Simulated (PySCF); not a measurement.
**MCl₄ across group 14**

Level: PBE0, basis family def2-TZVP, scalar-relativistic core potentials from Rb on and no relativity for lighter atoms.

Each entry is the lowest minimum that a search over a few typed start shapes (and spin states, where more than one is plausible) found, or that minimum re-optimised at the stated level; isomers with ligand–ligand bonds, or fragments after loss of a ligand pair, can lie lower. Open shells are unrestricted; no spin–orbit coupling; PySCF with density fitting.

Order by mean bond length to the first atom of the formula (for M2X and M3X the non-metal), shortest first (Å).
A. CCl₄
B. GeCl₄
C. SiCl₄
D. SnCl₄

A (1.763), C (2.022), B (2.117), D (2.289).

Give point groups and multiplicities.

CCl₄ Td singlet, SiCl₄ Td singlet, GeCl₄ Td singlet, SnCl₄ Td singlet.

The bond lengthens at every step; the largest change, 0.259 Å, falls between CCl₄ and SiCl₄ among the members listed.

Left out of the table are members whose search was unfinished or whose lowest solution was spin-contaminated, unstable, very soft or bonded differently.
